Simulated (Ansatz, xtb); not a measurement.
# Relative energy of two isomers of C2H7NSi

Structure a is `C/C=N\[SiH3]`, a singlet and structure b is `C=C[SiH2]N`, a singlet. Both are isolated molecules in the gas phase, relaxed with PBE0-D3(BJ)/def2-SVP; each stands in its lowest conformer found.

a (Å):

```xyz
11

C    -0.1514    0.4094    1.5406
C    -0.7030   -0.3747    0.3887
N    -0.7057   -0.0812   -0.8399
Si   -0.1107    1.2846   -1.7441
H     0.3048    1.3580    1.2265
H     0.6006   -0.1940    2.0755
H    -0.9541    0.6175    2.2673
H    -1.1661   -1.3396    0.6869
H     0.8731    0.7615   -2.7359
H     0.5561    2.3830   -0.9627
H    -1.2744    1.8748   -2.4670
```

b (Å):

```xyz
11

C    -0.6635    1.0010    1.6489
C    -0.6656   -0.0921    0.8773
N     0.2688    1.5631   -1.3517
Si    0.0146   -0.0819   -0.8639
H    -0.2466    1.9461    1.2822
H    -1.0689    1.0013    2.6672
H    -1.0923   -1.0197    1.2822
H    -0.9292   -0.8732   -1.7258
H     1.3486   -0.7545   -0.9516
H    -0.5285    2.1723   -1.4993
H     1.0033    1.7691   -2.0187
```

Quicker runs give these differences E(b) − E(a): GFN2-xTB +18.1 kcal/mol; HF/STO-3G +2.3 kcal/mol (at GFN2-xTB geometries); r2SCAN-D4/def2-SVP −8.6 kcal/mol (at GFN2-xTB geometries).

Q: Estimate which is lower in electronic energy at CCSD(T)/def2-SVP + ΔMP2/def2-TZVPP, and by roughly how much.

A: The CCSD(T)/def2-SVP + ΔMP2/def2-TZVPP calculation puts structure b lower, by 11.7 kcal/mol.

The same difference at several levels:

```tsv
level	geometry	E(b) − E(a) (kcal/mol)	departure from the last row (kcal/mol)	job, with rough time for the two
GFN2-xTB	GFN2-xTB	+18.1	+29.8	optimisation, 0.27 s
HF/STO-3G	GFN2-xTB	+2.3	+14.0	single point, 0.53 s
r2SCAN-D4/def2-SVP	GFN2-xTB	−8.6	+3.2	single point, 3.1 s
PBE0-D3(BJ)/def2-SVP	PBE0-D3(BJ)/def2-SVP	−7.3	+4.5	optimisation, 79 s
HF/def2-SVP	PBE0-D3(BJ)/def2-SVP	−8.1	+3.6	part of the CCSD(T) run
MP2/def2-SVP	PBE0-D3(BJ)/def2-SVP	−7.7	+4.0	part of the CCSD(T) run
CCSD(T)/def2-SVP	PBE0-D3(BJ)/def2-SVP	−7.0	+4.7	single point
CCSD(T)/def2-SVP + ΔMP2/def2-TZVPP	PBE0-D3(BJ)/def2-SVP	−11.7		single point, 22 s
```

As drawn, b has 1 C=C, 1 C–Si, 2 N–H in place of 1 C–C, 1 C=N, 1 C–H, 1 Si–H.

GFN2-xTB, HF/STO-3G put the two in the other order. The largest departure from CCSD(T)/def2-SVP + ΔMP2/def2-TZVPP is that of GFN2-xTB, 29.8 kcal/mol. The last row adds to CCSD(T) the change of the MP2 difference between the two basis sets, here −4.7 kcal/mol, a large step that makes the value less sure.

With harmonic frequencies from PBE0-D3(BJ)/def2-SVP (ideal gas, rigid rotor, one conformer each, 298.15 K, 1 atm): the zero-point term adds +1.3 kcal/mol; ΔH is −10.4 and ΔG −10.3 kcal/mol.

The correlated steps freeze 8 core orbitals. Mirror images aren't counted in ΔG. Run with Ansatz 0.2.0, xtb 6.7.1; the last row on 2 threads of Intel(R) Xeon(R) Processor @ 2.70GHz on a shared host.
